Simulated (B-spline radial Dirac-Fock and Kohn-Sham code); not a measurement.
# Relativistic shifts of the levels of Yb¹⁷⁺

System: the Yb¹⁷⁺ ion, configuration [Kr] 4d10 4f7.

Both columns are ΔSCF binding energies of the configuration average from a radial finite-basis atomic code: non-relativistic Hartree-Fock with a point nucleus, and Dirac-Fock with a finite nucleus and the Coulomb interaction alone, averaged over the two j levels with weights 2j+1.

```
shell  Hartree-Fock (eV)  Dirac-Fock (eV)  shift (eV)  shift (%)
   1s            57624.7          62054.4    +4429.70      +7.69
   2s             9802.3          10965.1    +1162.84     +11.86
   2p             9368.2           9750.5     +382.30      +4.08
   3s             2563.0           2846.9     +283.88     +11.08
   3p             2364.8           2470.2     +105.40      +4.46
   3d             1999.5           1985.4      -14.05      -0.70
   4s              834.7            908.7      +73.97      +8.86
   4p              751.4            779.0      +27.59      +3.67
   4d              600.0            598.5       -1.43      -0.24
   4f              412.5            406.4       -6.17      -1.49
```

Relativity binds 1s, 2s, 2p, 3s, 3p, 4s, 4p more strongly, among those listed most of all 2s in relative terms, and 3d, 4d, 4f more weakly, because the contracted s and p shells screen the nucleus better.

Values without a named source are computed, but for edge energies of neutral atoms, which are taken from tables.
